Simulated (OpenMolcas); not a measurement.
AlCl3 (aluminium trichloride (monomer)): a line through the functionals

AlCl3 has 4 atoms, charge 0, and is taken as a singlet. SMILES: `Cl[Al](Cl)Cl`. The coordinates come from a PBE0-D4/def2-TZVP relaxation.

The HOMO–LUMO gap y, in eV, basis 6-311+G(d,p); a is the functional's share of exact exchange. Programs: OpenMolcas 26.06.

| functional | program | a | y (eV) |
| --- | --- | --- | --- |
| BLYP | OpenMolcas | 0 | 5.51 |
| PBE | OpenMolcas | 0 | 5.61 |
| B3LYP | OpenMolcas | 0.2 | 7.27 |
| PBE0 | OpenMolcas | 0.25 | ? |
| BHLYP | OpenMolcas | 0.5 | 9.78 |

Q: Fit y = c + s·a to the known rows and predict PBE0.

A: 
1. Means of the 4 rows: a = 0.1750, y = 7.042.
2. Σ(Δa)² = 0.1675, Σ(Δa·Δy) = 1.4142, so the slope is 1.4142/0.1675 = 8.443.
3. Intercept: 7.042 − (8.443) × 0.1750 = 5.564. The largest residual of the fit is 0.054.
4. PBE0: 5.564 + (8.443) × 0.25 = 7.67 eV.

The run gave 7.81 eV, so the prediction is off by -0.14 eV, more than the scatter of the fit. Exact exchange lowers occupied levels and raises empty ones. The rows mix families of semi-local functionals, which the line can't see.
